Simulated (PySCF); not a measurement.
A structure optimised at B3LYP-D3(BJ)/def2-SVP, used in a PySCF frequency run:

```xyz
7

W      0.0000     0.0000     0.0000
Cl     0.0000     2.3171     0.0000
Cl     2.3171     0.0000     0.0000
Cl    -2.3171     0.0000     0.0000
Cl     0.0000    -2.3171     0.0000
Cl     0.0000     0.0000     2.3171
Cl     0.0000     0.0000    -2.3171
```

Question: Write its SMILES, formula and point group.

Answer: [Cl][W]([Cl])([Cl])([Cl])([Cl])[Cl], Cl₆W, Oh

Question: What are its rotational constants (standard atomic weights)?

Answer: 0.66382, 0.66382, 0.66382 GHz
